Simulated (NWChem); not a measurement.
CdH2; SMILES [CdH2]

All runs: NWChem. def2 effective core potentials on Cd; no spin-orbit coupling. B3LYP is NWChem's, with the RPA form of VWN correlation. Each level has its own optimisation; frequencies are unscaled.

| level | r Cd–H (Å) | highest harmonic frequency (cm⁻¹) | lowest (cm⁻¹) | zero-point energy (kcal/mol) |
|---|---|---|---|---|
| B3LYP/3-21G (all-electron, non-relativistic) | ___ | ___ | 497 | 6.1 |
| Hartree-Fock/3-21G (all-electron, non-relativistic) | 1.792 | 1656 | 498 | 6.2 |
| B3LYP/def2-TZVP (core potentials) | 1.680 | 1811 | 639 | 7.0 |
| PBE0/def2-SVP (core potentials) | 1.680 | 1832 | 641 | 7.0 |

Complete the blanks.


- B3LYP/3-21G (all-electron, non-relativistic), r Cd–H (Å): 1.767
- B3LYP/3-21G (all-electron, non-relativistic), highest harmonic frequency (cm⁻¹): 1641
